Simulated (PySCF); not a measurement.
CH3IMg, SMILES [CH3][Mg][I].

Coordinates come from a B3LYP-D3(BJ)/def2-TZVP optimisation. The def2 effective core potentials stand for the cores of I; spin–orbit coupling is left out.

Computed with TDDFT-LC-ωPBE/def2-SVPD run with PySCF.

Vertical excitations; the highest root listed may be one member of a degenerate set.  State labels are in the subgroup Cs.

```tsv
state	symmetry	energy (eV)	λ (nm)	f	main pairs
S1	A'	5.86	211	0.063	HOMO→LUMO (degenerate set)
S2	A"	5.86	211	0.063	HOMO−1→LUMO (degenerate set)
S3	A'	6.21	200	0.407	HOMO−2→LUMO 86 %
S4	A'	6.44	192	0.039	HOMO−2→LUMO+2, HOMO−2→LUMO+5 (degenerate set)
S5	A"	6.44	192	0.039	HOMO−2→LUMO+1, HOMO−2→LUMO+6 (degenerate set)
S6	A"	6.56	189	0.000	HOMO→LUMO+1, HOMO−1→LUMO+2, HOMO→LUMO+6, HOMO−1→LUMO+5 (degenerate set)
S7	A'	6.56	189	0.000	HOMO→LUMO+2, HOMO−1→LUMO+1, HOMO→LUMO+5, HOMO−1→LUMO+6 (degenerate set)
S8	A"	6.59	188	0.000	HOMO−1→LUMO+2 35 %, HOMO→LUMO+1 35 %, HOMO−1→LUMO+5 11 %, HOMO→LUMO+6 11 %
S9	A'	6.98	178	0.134	HOMO−1→LUMO+1 27 %, HOMO→LUMO+2 27 %, HOMO−3→LUMO 20 %, HOMO−1→LUMO+6 7 %
S10	A'	7.64	162	0.481	HOMO−3→LUMO 49 %, HOMO−2→LUMO+3 16 %, HOMO−1→LUMO+1 10 %, HOMO→LUMO+2 10 %
T1	A'	5.06	245	0	HOMO−2→LUMO 80 %
T2	A'	5.55	224	0	HOMO→LUMO (degenerate set)
T3	A"	5.55	224	0	HOMO−1→LUMO (degenerate set)
T4	A'	5.97	208	0	HOMO→LUMO+2 26 %, HOMO−1→LUMO+1 26 %, HOMO−3→LUMO 13 %, HOMO→LUMO+5 10 %
```
Triplets are in the Tamm–Dancoff approximation, which puts them higher than full response would, so one can lie above its singlet here.
